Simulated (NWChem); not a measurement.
BeIF; SMILES [Be]([F])[I]

Program: NWChem. Coordinates come from a PBE0/def2-SVP optimisation. def2 effective core potentials on I; no spin-orbit coupling. Vertical excitations in the gas phase; the lowest state need not have the same character in each row.

For level B3LYP/def2-SVPD, full TDDFT:

| Quantity | Result |
|---|---|
| lowest excitation, singlet (eV) | 6.00 |
| lowest triplet (eV) | 5.68 |
| orbital gap (eV) | 6.98 |

Problem. How do the values read with level PBE/def2-SVPD, full TDDFT instead?

Solution. 
| Item | Value |
|---|---|
| lowest excitation, singlet (eV) | 5.76 |
| lowest triplet (eV) | 5.44 |
| orbital gap (eV) | 5.65 |
